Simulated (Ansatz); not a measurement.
`N[Si]1(Cl)CN1` at its PBE0-D4/def2-TZVP geometry, where that method's forces vanish. Total charge 0; spin multiplicity 1.

```xyz
10

N     1.8178    0.1589   -0.3779
Si    0.2598    0.3423    0.2330
Cl    0.3908    1.7663    1.6985
C    -1.1482   -0.8052    0.3229
N    -1.0480    0.2164   -0.7991
H     2.0104   -0.4129   -1.1820
H     2.6361    0.4420    0.1311
H    -1.1551   -1.8389   -0.0189
H    -1.9100   -0.6134    1.0799
H    -1.8536    0.7445   -1.0875
```

(1) What forces (eV/Å) does B3LYP-D4/def2-TZVPP give on these atoms in Ansatz 0.2.0? (Estimate.)

Answers

(1) Computed: 
```
N1   0.080 -0.026 -0.035
Si2  0.007 -0.047 -0.056
Cl3  0.009  0.160  0.166
C4  -0.105 -0.301  0.238
N5  -0.065  0.198 -0.250
H6   0.030  0.001 -0.005
H7   0.024 -0.010 -0.021
H8  -0.017  0.058  0.034
H9   0.034 -0.036 -0.053
H10  0.004  0.003 -0.018
```

B3LYP here is the variant with VWN-RPA as its local correlation; programs differ in this.
